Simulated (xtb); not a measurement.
disilazane (H$_{7}$NSi$_{2}$), singlet, geometry from GFN2-xTB; GFN0-xTB (xtb).

xtb was given this input:
```
$ xtb mol.xyz --gfn 0 --opt --json

# file mol.xyz
10

Si     1.49303295    -0.29467355     0.37775681
N      0.07177708    -0.11245754    -0.59500001
Si    -1.52266963     0.35803387    -0.10940318
H      2.60085977    -0.44841929    -0.56612732
H      1.61644865     0.91435503     1.18804151
H      1.41022821    -1.47096761     1.25316965
H      0.11743383    -0.57014488    -1.49085173
H     -2.18929653    -0.69189990     0.67169837
H     -2.25767966     0.60314487    -1.35098125
H     -1.38552039     1.56409001     0.70310006
```

The log (banner, timings and long lists left out):

```
   ID    Z sym.   atoms
    1   14 Si     1, 3
    2    7 N      2
    3    1 H      4-10

           -------------------------------------------------
          |                Calculation Setup                |
           -------------------------------------------------

           -------------------------------------------------
          |                 G F N 0 - x T B                 |
           -------------------------------------------------

          ...................................................
          :                      SETUP                      :
          :.................................................:
          :  # basis functions                  38          :
          :  # atomic orbitals                  36          :
          :  # shells                           22          :
          :  # electrons                        20          :
          :  electronic temp.          300.0000000     K    :
          :  accuracy                    1.0000000          :
          :  -> integral cutoff          0.2500000E+02      :
          :  -> integral neglect         0.1000000E-07      :
          ...................................................

         :::::::::::::::::::::::::::::::::::::::::::::::::::::
         ::                     SUMMARY                     ::
         :::::::::::::::::::::::::::::::::::::::::::::::::::::
         :: total energy             -10.554095061759 Eh    ::
         :: gradient norm              0.022015924121 Eh/a0 ::
         :: HOMO-LUMO gap              5.808406183301 eV    ::
         ::.................................................::
         :: H0 energy                -10.507327484756 Eh    ::
         :: repulsion energy           0.116188291244 Eh    ::
         :: electrostat energy        -0.160696412482 Eh    ::
         :: -> Gsolv                   0.000000000000 Eh    ::
         ::    -> Gsasa                0.000000000000 Eh    ::
         ::    -> Gshift               0.000000000000 Eh    ::
         :: dispersion energy         -0.002259455765 Eh    ::
         :: short-range corr.          0.000000000000 Eh    ::
         :: add. restraining           0.000000000000 Eh    ::
         :: total charge              -0.000000000000 e     ::
         :::::::::::::::::::::::::::::::::::::::::::::::::::::

      -----------------------------------------------------------
     |                   =====================                   |
[...]
 * total energy  :   -10.5547154 Eh     change       -0.6203079E-03 Eh
 * total energy  :   -10.5550398 Eh     change       -0.3244568E-03 Eh
 * total energy  :   -10.5551054 Eh     change       -0.6556430E-04 Eh
 * total energy  :   -10.5551868 Eh     change       -0.8136392E-04 Eh
 * total energy  :   -10.5552346 Eh     change       -0.4785059E-04 Eh
 * total energy  :   -10.5552904 Eh     change       -0.5576500E-04 Eh
 * total energy  :   -10.5553216 Eh     change       -0.3125404E-04 Eh
 * total energy  :   -10.5553272 Eh     change       -0.5609855E-05 Eh
 * total energy  :   -10.5553389 Eh     change       -0.1166945E-04 Eh
 * total energy  :   -10.5553476 Eh     change       -0.8680482E-05 Eh
 * total energy  :   -10.5553535 Eh     change       -0.5944770E-05 Eh
 * total energy  :   -10.5553570 Eh     change       -0.3457007E-05 Eh
   *** GEOMETRY OPTIMIZATION CONVERGED AFTER 13 ITERATIONS ***
         :: total energy             -10.555356985868 Eh    ::
[...]
                  HL-Gap            0.2076600 Eh            5.6507 eV
             Fermi-level            0.0000000 Eh            0.0000 eV

     #   Z          covCN         q      C6AA      α(0)
     1  14 Si       3.654     0.650   132.619    21.307
     2   7 N        2.497    -1.135    58.354    11.433
     3  14 Si       3.654     0.650   132.619    21.307
     4   1 H        0.921    -0.089     5.204     3.568
     5   1 H        0.921    -0.083     5.013     3.502
     6   1 H        0.921    -0.103     5.653     3.718
     7   1 H        0.861     0.386     0.506     1.114
     8   1 H        0.921    -0.103     5.653     3.718
     9   1 H        0.921    -0.089     5.204     3.568
    10   1 H        0.921    -0.083     5.013     3.502

 Mol. C6AA /au·bohr⁶  :       2020.914043
 Mol. C8AA /au·bohr⁸  :      78337.283617
 Mol. α(0) /au        :         76.736186

Wiberg/Mayer (AO) data.
largest (>0.10) Wiberg bond orders for each atom

 ---------------------------------------------------------------------------
     #   Z sym  total        # sym  WBO       # sym  WBO       # sym  WBO
 ---------------------------------------------------------------------------
     1  14 Si   3.749 --     2 N    0.963     6 H    0.900     4 H    0.900
                             5 H    0.896
     2   7 N    2.904 --     1 Si   0.963     3 Si   0.963     7 H    0.937
     3  14 Si   3.749 --     2 N    0.963     8 H    0.900     9 H    0.900
                            10 H    0.896
     4   1 H    0.910 --     1 Si   0.900
     5   1 H    0.911 --     1 Si   0.896
     6   1 H    0.911 --     1 Si   0.900
     7   1 H    0.967 --     2 N    0.937
     8   1 H    0.911 --     3 Si   0.900
     9   1 H    0.910 --     3 Si   0.900
    10   1 H    0.911 --     3 Si   0.896
 ---------------------------------------------------------------------------

Topologies differ in total number of bonds
Writing topology from bond orders to xtbtopo.mol

 dipole moment from electron density (au)
     X       Y       Z
  -0.1047  -0.4605   0.0310  total (Debye):    1.203

optimized geometry written to: xtbopt.xyz

           -------------------------------------------------
          | TOTAL ENERGY              -10.555356985868 Eh   |
          | GRADIENT NORM               0.000274373815 Eh/α |
          | HOMO-LUMO GAP               5.650716933807 eV   |
           -------------------------------------------------

normal termination of xtb
```
